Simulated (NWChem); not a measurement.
CH₇FN₂Si; SMILES [SiH](N)(N)CF

```xyz
12

N     -0.9644    -1.5978    -0.5796
Si     0.0148    -0.5843     0.4174
N      1.6197    -0.4456    -0.1844
C     -0.5037     1.2422     0.5864
F     -0.1382     1.9430    -0.5584
H     -1.0703    -1.4257    -1.5726
H     -1.7554    -2.1027    -0.1980
H     -0.1126    -1.1925     1.7793
H      1.8894     0.4328    -0.6127
H      2.1216    -1.2330    -0.5756
H     -0.0087     1.7130     1.4559
H     -1.5930     1.3516     0.7348
```
Atoms are numbered in this order, from 1.

Results from NWChem. Pople sets run with spherical d functions. Structure relaxed at the PBE0/def2-SVP level. Not confirmed as a minimum by frequencies.

Question: Order these by “orbital gap (eV)”, lowest first: Hartree-Fock/6-31G*; Hartree-Fock/STO-3G; Hartree-Fock/6-31+G*; Hartree-Fock/6-311G**.

Answer: Hartree-Fock/6-31+G* (12.22), Hartree-Fock/6-311G** (14.52), Hartree-Fock/6-31G* (15.52), Hartree-Fock/STO-3G (20.94)
